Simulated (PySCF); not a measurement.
Geometry (Å), atoms numbered from 1 in this order:
```xyz
11

B     2.037    0.079    0.033
O     0.781    0.422    0.379
C    -0.309   -0.413    0.124
C    -1.531    0.412   -0.163
F    -0.519   -1.168    1.240
H     2.234   -0.944   -0.588
H     2.917    0.841    0.349
H    -0.058   -1.108   -0.699
H    -1.384    1.013   -1.070
H    -2.401   -0.244   -0.303
H    -1.720    1.085    0.685
```

Geometry: PBE0-D3(BJ)/def2-SVP; GIAO shifts from PySCF, gas phase, non-relativistic, averaged over equivalent atoms.

At PBE0/STO-3G (31 basis functions, 2.4 s wall time on 1 thread of an Intel Xeon Platinum 8488C, shared host):
```
     atoms  δ (ppm)
        B1     45.9
        O2    137.3
        C3     88.8
        C4     18.4
        F5    -91.8
     H6/H7     4.86
        H8     3.52
H9/H10/H11     1.37
```

Scale: $^{11}$B (σ = 128.75 ppm) vs BF3·OEt2; H2O for $^{17}$O (σ = 341.71 ppm); TMS for $^{13}$C (σ = 234.69 ppm), $^{1}$H (σ = 32.60 ppm); CFCl3 for $^{19}$F (σ = 304.40 ppm) (reference shieldings calculated alike).

Question: Estimate the result of repeating the calculation with KT3/pcSseg-2.

Answer: 
| atoms | δ at KT3/pcSseg-2 | change |
| --- | --- | --- |
| B1 | 45.0 | -0.9 |
| O2 | 270.3 | +133.0 |
| C3 | 117.5 | +28.7 |
| C4 | 23.2 | +4.8 |
| F5 | -137.1 | -45.3 |
| H6/H7 | 5.13 | +0.27 |
| H8 | 5.78 | +2.26 |
| H9/H10/H11 | 1.46 | +0.09 |

References, each an isolated molecule treated in the same way: $^{11}$B (σ = 98.64 ppm) vs BF3·OEt2; $^{17}$O (σ = 323.80 ppm) vs H2O; TMS for $^{13}$C (σ = 181.31 ppm) and $^{1}$H (σ = 31.35 ppm); CFCl3 for $^{19}$F (σ = 146.91 ppm).

The largest change is at O2 (oxygen bonded to C, B). Cost: 264 basis functions, 56 s wall time on 1 thread of an Arm Neoverse N1, shared host.

Unscaled 19F shifts against computed CFCl3 carry errors that often reach 10 to 50 ppm. Experimental scales use liquid or dissolved standards, which lie at an offset from isolated H2O (liquid H2O: subtract about 36 ppm).
